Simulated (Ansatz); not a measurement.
Ansatz (an electronic-structure program) input:

Ansatz 0.2 input:
```yaml
crystal:
  periodic: [false, false, false]
  atoms:
    - {symbol: Mo, position_ang: [-0.00000000, 0.00000000, 0.00000000]}
    - {symbol: C, position_ang: [-0.27367421, -0.96760989, 1.82095601]}
    - {symbol: C, position_ang: [-0.20742406, 2.06479699, 0.14365211]}
    - {symbol: C, position_ang: [-1.43797344, -0.51498018, -1.41211723]}
    - {symbol: C, position_ang: [1.91907170, -0.58220691, -0.55249089]}
    - {symbol: H, position_ang: [0.35684770, -0.64220750, 2.65430449]}
    - {symbol: H, position_ang: [-0.31986707, -2.06090173, 1.79874185]}
    - {symbol: H, position_ang: [-1.29677551, -0.58141395, 1.98979673]}
    - {symbol: H, position_ang: [0.06064164, 2.65208822, -0.74017145]}
    - {symbol: H, position_ang: [0.58895563, 2.19565972, 0.90064954]}
    - {symbol: H, position_ang: [-1.14521288, 2.44014395, 0.56505579]}
    - {symbol: H, position_ang: [-1.22150052, -1.59985920, -1.38828922]}
    - {symbol: H, position_ang: [-2.48497242, -0.36858615, -1.12878670]}
    - {symbol: H, position_ang: [-1.27911790, -0.15664188, -2.43401393]}
    - {symbol: H, position_ang: [2.06748309, -1.64129458, -0.78534635]}
    - {symbol: H, position_ang: [2.74419785, -0.22260035, 0.07021630]}
    - {symbol: H, position_ang: [1.92932040, -0.01438657, -1.50215704]}
basis:
  gaussian:
    orbitals: def2-TZVPD
hamiltonian:
  xc: {name: B2PLYP}
total_charge: -1
magnetization: {spin_polarized: true, initial_magnetization: 1}
correlation: {electrons: outside_noble_gas}
```

Predict the final energy.

-227.49183 Eh (B2PLYP/def2-TZVPD). The basis has 296 functions.

This state (charge -1, doublet) is run at the relaxed geometry of the species with charge 0 and multiplicity 1.
